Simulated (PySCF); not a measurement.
C2H7FSi3, SMILES F[SiH2]C#C[SiH2][SiH3].

Coordinates come from a PBE-D3(BJ)/def2-SVP optimisation. The structure was generated by enumeration, and PubChem lists no compound with its InChIKey, so it may never have been made.

Level of theory: PBE-D3(BJ)/def2-SVP run with PySCF.

Frequencies are harmonic and unscaled.

Computed normal modes with their intensities:
```csv
mode,ν (cm⁻¹),IR (km/mol),moving atoms (share of kinetic energy)
1,9,1.0,"Si 41 %, F 34 %, H 25 %"
2,40,0.2,"Si 46 %, F 30 %, C 13 %, H 10 %"
3,84,0.6,"H 73 %, C 22 %"
4,114,2.9,"Si 37 %, C 29 %, F 24 %, H 10 %"
5,117,1.2,"H 47 %, C 40 %, Si 11 %"
6,251,10.7,"C 53 %, F 26 %, Si 16 %"
7,295,0.3,"C 66 %, H 33 %"
8,345,15.8,"H 84 %, C 12 %"
9,363,6.2,"Si 38 %, C 37 %, H 23 %"
10,401,5.4,"Si 57 %, C 32 %"
11,451,18.1,"Si 73 %, H 13 %, C 13 %"
12,514,12.0,"H 65 %, Si 25 %, C 10 %"
13,568,1.4,"H 73 %, Si 22 %"
14,636,76.8,"H 64 %, Si 18 %, C 15 %"
15,703,14.6,"H 89 %, C 8 %"
16,714,2.8,H 93 %
17,740,410.3,"H 84 %, Si 14 %"
18,798,161.7,"C 65 %, Si 22 %"
19,832,78.1,"H 85 %, Si 12 %"
20,844,14.4,"H 41 %, F 40 %, Si 15 %"
21,884,158.9,H 93 %
22,898,299.9,"H 88 %, Si 9 %"
23,900,31.1,H 98 %
24,908,9.0,H 93 %
25,934,190.1,"H 67 %, Si 24 %, F 8 %"
26,2146,32.1,"C 87 %, H 12 %"
27,2154,45.0,"H 90 %, C 9 %"
28,2159,67.4,H 95 %
29,2163,30.6,H 96 %
30,2173,88.2,H 96 %
31,2180,97.0,H 96 %
32,2199,89.5,H 98 %
33,2204,111.1,H 95 %
```
